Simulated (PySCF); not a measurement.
Worked example: oscillator strength and radiative lifetime

C2H9FOSi2, SMILES O[C@H]([SiH3])C[SiH2]F.

Geometry optimised at B3LYP-D3(BJ)/def2-SVP. The structure was generated by enumeration; whether it is a known compound was not checked. One conformer was computed; it need not be the lowest.

TDA-M06-2X/def2-SVPD run with PySCF puts the first singlet state with f over 0.02 at 7.13 eV (vertical), with the transition dipole (0.217, 0.249, -0.171) in atomic units.

Problem. Find the oscillator strength, the wavelength and the radiative lifetime that this transition would have in vacuum if emission retraced absorption.

Solution. 
|μ|² = 0.1383 au, so |μ| = 0.95 D. ΔE = 7.13/27.211 = 0.2620 hartree. f = (2/3) ΔE |μ|² = 0.024 (the program prints 0.024).
λ = 1239.84/7.13 = 174 nm; ν = 57507 cm⁻¹.
Einstein's coefficient A = 0.6670 ν² f s⁻¹ (ν in cm⁻¹) = 5.3e7 s⁻¹, so τ = 1/A = 19 ns. This state is S2; the lower singlet has f = 0.001. The figure is the radiative limit of this one transition; relaxation, internal conversion, crossing to triplets and a medium change what is measured.
